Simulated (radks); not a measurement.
The numbers below are computed, except where a source is named.
Os0.1+, 75.9 electrons, occupied as [Kr] 4d10 4f14 5s2 5p(up 3, down 2.9) 5d6 6s2 (fractional occupations, a model configuration). Code: a radial shooting solver on a logarithmic mesh with Libxc functionals. Model: scalar-relativistic Kohn-Sham, PBE, spin-polarised, spherical densities, point nucleus; open shells are filled with parallel spins first (spin-orbit coupling, left out, can overturn this in heavy ions). Some entries of the table are withheld. Estimate them.

| orbital | occ. | eigenvalue (eV) | <r> (bohr) | <1/r> (bohr^-1) |
|---|---|---|---|---|
| 1s up | 1 | -73882.00 | 0.01773 | 90.51 |
| 1s down | 1 | -73881.99 | 0.01773 | 90.51 |
| 2s up | 1 | -12868.03 | 0.07489 | 21.18 |
| 2s down | 1 | -12867.80 | 0.07489 | 21.18 |
| 2p up | 3 | -11203.51 | 0.06728 | 19.05 |
| 2p down | 3 | -11203.32 | 0.06728 | 19.05 |
| 3s up | 1 | -2995.374 | 0.1939 | 7.849 |
| 3s down | 1 | -2995.296 | 0.1939 | 7.849 |
| 3p up | 3 | -2506.733 | 0.1945 | 7.212 |
| 3p down | 3 | -2506.645 | 0.1945 | 7.212 |
| 3d up | 5 | -1961.362 | 0.1762 | 6.804 |
| 3d down | 5 | -1961.204 | 0.1762 | 6.804 |
| 4s up | 1 | -633.0475 | 0.4318 | 3.346 |
| 4s down | 1 | -632.8304 | 0.4318 | 3.346 |
| 4p up | 3 | -472.8053 | 0.4594 | 3.033 |
| 4p down | 3 | -472.6028 | 0.4594 | 3.032 |
| 4d up | 5 | -274.0029 | 0.4891 | 2.706 |
| 4d down | 5 | -273.7648 | 0.4889 | 2.707 |
| 5s up | 1 | -93.3925 | 1.008 | 1.332 |
| 5s down | 1 | -91.5455 | 1.002 | 1.341 |
| 4f up | 7 | (1) | 0.5578 | 2.238 |
| 5p up | 3 | -52.8698 | 1.172 | 1.124 |
| 4f down | 7 | (2) | 0.5549 | 2.244 |
| 5p down | 2.9 | -50.5276 | 1.165 | 1.134 |
| 5d up | 5 | (3) | 1.771 | 0.7432 |
| 6s up | 1 | -7.4433 | 2.879 | 0.4418 |
| 6s down | 1 | -6.1038 | 3.057 | 0.4142 |
| 5d down | 1 | (4) | 1.853 | 0.7234 |

Answer. 
(1) 4f up eigenvalue (eV): -53.1985
(2) 4f down eigenvalue (eV): -52.7804
(3) 5d up eigenvalue (eV): -8.2493
(4) 5d down eigenvalue (eV): -5.7307
